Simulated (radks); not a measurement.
Spherical quantum dot in the effective-mass picture: electrons in a hard-walled sphere of radius 4.51, all in effective atomic units (hartree* = m*/eps^2 hartree, bohr* = eps/m* bohr), one dielectric constant everywhere. Method: non-relativistic Kohn-Sham, r2SCAN, spin-polarised, spherical densities, generalised Kohn-Sham scheme; computed with a radial shooting solver with Libxc functionals. Levels are named by radial order and angular momentum (1s, 1p, 1d, 2s, ...), and open shells are averaged over m.

N = 7, configuration 1s2 1p(up 3, down 2). This is the lowest configuration that the search found. Occupied and some empty levels:

level    occupation  eigenvalue (hartree*)  <r> (bohr*)
1s up             1                 2.1714        2.744
1s down           1                 2.1943        2.733
1p up             3                 2.3453        2.945
1p down           2                 2.3724        2.941
1d up             0                 2.6197        3.097
1d down           0                 2.6515        3.096
1f up             0                 2.9788        3.214
1f down           0                 3.0159        3.215
2s up             0                 3.0218        2.112
2s down           0                 3.0455        2.114

Energy (hartree*): total 9.08878, kinetic 3.3030, external 0, Hartree 7.6932, exchange-correlation -1.9073.
